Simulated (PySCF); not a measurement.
# Ni⁺: ionisation energy

Ni⁺ [Ar] 3d9 (2D) → Ni²⁺ [Ar] 3d8 (3F), as a difference of total energies. Calculation: PySCF 2.14, in def2-TZVPPD (6s6p4d2f1g, 67 functions); no relativity, point nucleus. Correlated levels: valence and next inner shell: [Ne] frozen. The calculations carry no spin-orbit coupling.

| method | ionisation energy (eV) |
| --- | --- |
| UHF | 15.184 |
| MP2 (valence and next inner shell) | 19.071 |
| SCS-MP2 (valence and next inner shell) | 18.589 |
| CCSD (valence and next inner shell) | 17.850 |
| CCSD(T) (valence and next inner shell) | 18.023 |

Q: How much does correlation contribute at CCSD(T) (valence and next inner shell)?

A: 18.023 − (15.184) = 2.839 eV, measured against UHF.

A first-order spin-orbit estimate (lowest level to lowest level, LS coupling) adds -0.050 eV.

These non-relativistic numbers lack the scalar-relativistic shift.

Errors of the correlated levels include the incompleteness of this basis and the frozen core.

For comparison: 18.169 eV (measured; NIST Atomic Spectra Database, ionization energies).
